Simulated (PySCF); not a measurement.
Precursor series Cd Cl-F. All species are isolated molecules in the gas phase.

Method: PBE-D3(BJ)/def2-TZVP // TPSS-D3(BJ)/def2-SVP (PySCF 2.14.0). 

| species | coordination number | charge on the central atom (Mulliken) (e) | HOMO–LUMO gap (eV) |
|---|---|---|---|
| 0 of 2 Cl replaced by F ([Cd(Cl)2]) | 2 | ? | 4.29 |
| 1 of 2 Cl replaced by F ([Cd(Cl)(F)]) | 2 | ? | 4.36 |
| 2 of 2 Cl replaced by F | 2 | 0.99 | 4.75 |

Fill in the missing entries.


- 0 of 2 Cl replaced by F ([Cd(Cl)2]), charge on the central atom (Mulliken) (e): 0.74
- 1 of 2 Cl replaced by F ([Cd(Cl)(F)]), charge on the central atom (Mulliken) (e): 0.86
